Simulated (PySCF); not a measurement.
**AsF and its ions**

PBE; As aug-pcseg-1, F aug-pcseg-1; no relativity (PySCF 2.14). Neutral (UKS): triplet (π ↑↑), Re = 1.811 Å, ωe = 634 cm⁻¹, De = 4.52 eV, HOMO -5.81 eV, LUMO -4.02 eV.

AsF⁺ (UKS): doublet (π ↑), Re = 1.729 Å, ωe = 752 cm⁻¹, De = 4.94 eV to As⁺ + F. The energies at the minima are -2335.00661 hartree for AsF and -2334.65591 for AsF⁺.

Question: Work out the adiabatic ionisation energy, without and with harmonic zero-point energies (1 hartree = 27.2114 eV, 1 eV = 8065.5 cm⁻¹), and the change of the bond length.

Answer: At PBE: 0.35070 hartree = 9.543 eV between the minima; the zero-point term (752.0 − 634.0)/2 cm⁻¹ = +0.007 eV makes it 9.550 eV. Re changes by -8.2 pm against the neutral. The electron leaves a π orbital, and the shorter bond of the ion fits an antibonding orbital, or a change in how ionic the bond is.

Spin–orbit coupling is left out. For an ion De counts to the pair picked by the measured ionisation energies or electron affinities, which need not be the lowest pair at this level. States were picked by a PBE0 search and need not be the measured ground states.
